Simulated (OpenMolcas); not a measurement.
An atom or ion with 71 electrons was computed by MS-RASPT2, IPEA 0.25 Eh, imaginary shift 0.1 Eh with spin-orbit coupling (OpenMolcas, ANO-RCC-VQZP, DKH2). The lowest levels that the run gave, each within 12 % of the measured value where one is at hand:

```tsv
J	Parity	E (cm-1)	g
3/2	even	0.0	0.490
5/2	even	6530	1.038
7/2	even	11660	1.190
3/2	even	14740	1.378
9/2	even	14940	1.213
1/2	even	17250	1.999
7/2	even	23450	0.949
9/2	even	24560	1.072
5/2	even	25580	1.553
3/2	even	28710	1.208
1/2	even	29480	1.337
11/2	even	32860	1.091
```

Which ion is it, and what are the configurations and terms?

Os5+ (Z = 76, charge +5; active space 9 electrons in 8 orbitals (RAS1 5p, at most 2 holes; RAS2 5d)). J, parity and g give the terms where levels are pure, and mixed ones are named by the computed weights; the size of the splittings, set against known spectra of the 71-electron sequence, gives the charge. In order, with the measured energies in cm-1 (the list in Brasseur, Palmeri and Quinet, Atoms 13, 11 (2025)): 5d3 4F 3/2, 5d3 4F 5/2 (6397), 5d3 4F 7/2 (11444), 5d3 4P 3/2 [45 %], 5d3 4F 9/2 [56 %] (14678), 5d3 4P 1/2 [67 %] (16772), 5d3 2G 7/2 (22920), 5d3 2H 9/2 [56 %] (24028), 5d3 4P 5/2 (24828), 5d3 2D 3/2(1) [44 %], 5d3 2P 1/2 [67 %] (28860), 5d3 2H 11/2 (32156).

Term energies are means over components that CASPT2 splits; among the terms shown or strongly mixed into the levels shown the widest spread is 1100 cm-1 (5d3 4F). Active for correlation alone: 5p; no level in the range computed is led by a configuration that opens it, so any true level of that kind is missing. Computed and measured levels are paired by configuration, term and J; levels that our copy of the source lacks, or whose pairing is in doubt (as where it misses far off the trend of its configuration), stay unpaired and out of the deviations. Only configurations of the active space appear.

A share in square brackets marks a mixed level and gives the weight of the term that names it. A number in round brackets counts repeated terms of one configuration in the order of the reference energies.
